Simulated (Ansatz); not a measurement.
Input for Ansatz (a first-principles code): R-PBE/def2-TZVPPD on HF (SMILES F) with ghost functions, monomers drawn apart or pushed together. Files ending in .json are basis or fitting sets from the Basis Set Exchange.

Ansatz 0.2 input:
```yaml
crystal:
  periodic: [false, false, false]
  atoms:
    - {symbol: F, position_ang: [0.53604699, 0.01968501, 0.24787363]}
    - {symbol: H, position_ang: [0.65458952, 0.24954340, 1.14775097]}
basis:
  gaussian:
    orbitals: def2-TZVPPD.json
    ghost_atoms:
      - {symbol: C, position_ang: [0.79377682, 1.26021261, 4.71280862]}
      - {symbol: C, position_ang: [0.34640981, 0.06832002, 5.12643281]}
      - {symbol: C, position_ang: [-1.04608435, -0.23363555, 5.40701564]}
      - {symbol: C, position_ang: [-1.47387820, -1.42781564, 5.81656887]}
      - {symbol: H, position_ang: [0.11959282, 2.09714386, 4.57190696]}
      - {symbol: H, position_ang: [1.84470865, 1.43870674, 4.52958382]}
      - {symbol: H, position_ang: [1.05339662, -0.74444879, 5.26865794]}
      - {symbol: H, position_ang: [-1.75684028, 0.57518831, 5.26610070]}
      - {symbol: H, position_ang: [-2.51926257, -1.61805798, 6.01731335]}
      - {symbol: H, position_ang: [-0.78714531, -2.25359503, 5.96080626]}
hamiltonian:
  xc: {name: PBE}
scf: {lower_state_search: off}
```

Output:

```
WARN ansatz: RAYON_NUM_THREADS=1 ignored (pool sized by the plan → 1); use --threads N
Functional definition: PBE
these checks for a lower state are left out or cut short: stability, starts, cluster_reference, orbital_swaps, neighbouring_geometries, increment
integrals: 0.20 GiB planned
1192 factors; their error is unknown
mean field: 1.63 GiB planned
mean field evaluation 1: about -2730.2662 eV, gradient 3.5e1 eV
mean field evaluation 2: about -2723.9496 eV, gradient 7.6e1 eV
mean field evaluation 4: about -2731.9338 eV, gradient 5.0e-1 eV
mean field evaluation 8: about -2731.9327 eV, gradient 1.3e-1 eV
mean field -2731.93269930 eV, -100.3966749288 hartree, gradient 3.7e-6 eV, S^2 0.000000; 0 other end points of the search recorded, 0 dependent functions left out
reference -2731.93273553 eV, -100.3966762603 hartree; 5, 5 occupied and 302, 302 virtual orbitals, 1192 factors
Total energy: -2731.93273553 eV, -100.3966762603 hartree
Checks for a lower state left out: stability, starts, cluster_reference, orbital_swaps, neighbouring_geometries, increment
```

The calculation finished and met its thresholds.

Cost: around 1.7 core-seconds (rough).
